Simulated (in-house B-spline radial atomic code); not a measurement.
RPA correlation on PBEsol: Yb

Configuration [Xe] 4f14 6s2, mean-field start PBEsol. Computed with an all-electron radial atomic-structure program (B-spline basis): all electrons, scalar-relativistic (spin-free one-electron X2C), finite nucleus, each spin shell either full or empty, empty states to l = 9 with an (l + 1/2)⁻⁴ tail; G0W0 by contour deformation at full frequency.

Without the two-electron picture change, the correlation of inner shells comes somewhat too large for so heavy an element.

The highest G0W0 level has too low a weight to be given.

Command:
```bash
python run_gw.py task.json out
```
Settings (radii: box in bohr, nucleus in fm):
```
Z                        70
electrons                70
configuration            [Xe] 4f14 6s2
hamiltonian              x2c
method                   pbesol
lmax                     9
rms_radius               5.3108
spin_polarised           False
box_radius               40
intervals                72
ion_configuration        [Xe] 4f14 6s1
```

Cost of the run: 26 s on 1 thread of Arm Neoverse N1, on a shared host.

Energies (hartree):

| term | value |
| --- | --- |
| mean-field total | -14055.17165 |
| Hartree-Fock functional on these orbitals | -14054.57263 |
| direct second order | -8.4347 |
| second-order exchange | 2.0181 |
| SOSEX correction | 1.7735 |

What is the RPA correlation energy, and what remains with SOSEX?

RPA gives -6.585 hartree (-2.56 eV per electron); RPA + SOSEX gives -4.8115, and the second-order doubles -6.4166 hartree (no singles). SOSEX takes back 27 % of the RPA value.

What does it cost to remove one electron (to [Xe] 4f14 6s1) by differences of total energies, each species on its own start (correlation terms add to the Hartree-Fock functional)?

PBEsol 6.293 eV, Hartree-Fock functional 4.947 eV, + RPA 6.670 eV, + RPA + SOSEX 6.285 eV, + second order 8.328 eV. Tabulated: 6.254 eV (NIST, measured); the calculation leaves out spin-orbit coupling, Breit and QED terms, and what these don't explain is the method's own error.
